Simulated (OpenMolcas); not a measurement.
**Predicting a hybrid from its neighbours: SrO**

SrO has 2 atoms, charge 0, and is taken as a singlet. SMILES: `[O][Sr]`. The coordinates come from a PBE0-D4/def2-TZVP relaxation.

The vertical ionisation energy (to the doublet cation) y, in eV, basis def2-TZVPP with a core potential; a is the functional's share of exact exchange. Programs: OpenMolcas 26.06.

| functional | program | a | y (eV) |
| --- | --- | --- | --- |
| PBE | OpenMolcas | 0 | 6.96 |
| TPSS | OpenMolcas | 0 | 6.66 |
| B3LYP | OpenMolcas | 0.2 | 6.64 |
| PBE0 | OpenMolcas | 0.25 | ? |
| BHLYP | OpenMolcas | 0.5 | 5.90 |

**Question.** Fit y = c + s·a to the known rows and predict PBE0.

**Answer.** 
1. Means of the 4 rows: a = 0.1750, y = 6.540.
2. Σ(Δa)² = 0.1675, Σ(Δa·Δy) = -0.3, so the slope is -0.3/0.1675 = -1.791.
3. Intercept: 6.540 − (-1.791) × 0.1750 = 6.853. The largest residual of the fit is 0.19.
4. PBE0: 6.853 + (-1.791) × 0.25 = 6.41 eV.

The run gave 6.45 eV, so the prediction is off by -0.04 eV, within the scatter of the fit. The rows mix families of semi-local functionals, which the line can't see. Spin-orbit coupling is left out.
